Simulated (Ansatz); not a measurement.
Geometry optimisation, UHF/def2-SVP (Ansatz 0.2.0).

The input (input.yaml):

```yaml
crystal:
  periodic: [false, false, false]
  atoms:
    - { symbol: Ge, position_ang: [-0.028427, -0.020836, -0.058746] }
    - { symbol: H, position_ang: [0.063994, -0.056853, 1.482347] }
    - { symbol: Cl, position_ang: [2.042552, -0.025997, -0.746826] }
    - { symbol: Ge, position_ang: [-1.140955, 2.008938, -0.853306] }
    - { symbol: H, position_ang: [-2.600241, 1.646222, -1.153799] }
    - { symbol: H, position_ang: [-1.113749, 3.064632, 0.258538] }
    - { symbol: H, position_ang: [-0.451997, 2.541271, -2.107954] }
    - { symbol: H, position_ang: [-0.662535, -1.315956, -0.57674] }
    - { symbol: H, position_ang: [0.001659, -0.005121, 3.346885] }
magnetization:
  spin_polarized: true
  initial_magnetization: 1
basis:
  gaussian: { orbitals: def2-SVP }
hamiltonian:
  xc: hf
relax:
  f_tol: 0.03
  max_steps: 50
```

Run as:

```bash
$ ansatz run input.yaml --threads 4 --pin off --max-ram 5120MiB --backend cpu --events-out ev --progress --plain --runs-dir out
```

**Question.** Where does it end, and by what steps?

**Answer.** The run converged. After 12 steps the energy has fallen by 0.160 eV; H9 moved furthest, 1.38 Å.

```csv
step,energy less start (eV),largest force component (eV/Å),accepted
0,0.0000,0.451,yes
1,-0.0373,0.311,yes
2,-0.0856,0.138,yes
3,-0.1125,0.177,yes
4,-0.1328,0.077,yes
5,-0.1452,0.108,yes
6,-0.1507,0.156,yes
7,-0.1489,0.296,no
8,-0.1564,0.106,yes
9,-0.1579,0.120,yes
10,-0.1597,0.073,yes
11,-0.1600,0.053,yes
12,-0.1603,0.018,yes
```

```xyz
9
Properties=species:S:1:pos:R:3
Ge -0.047 -0.069 -0.302
H -0.270 -0.435 1.166
Cl 2.103 0.254 -0.541
Ge -1.160 2.014 -0.962
H -2.681 1.859 -0.810
H -0.673 3.154 -0.062
H -0.824 2.326 -2.425
H -0.409 -1.257 -1.195
H 0.071 -0.009 4.723
```

Whether the end is a true minimum wasn't checked by a vibrational analysis.

The run took 19 s on 4 threads of Arm Neoverse V2 (shared host), peak memory 0.4 GiB.
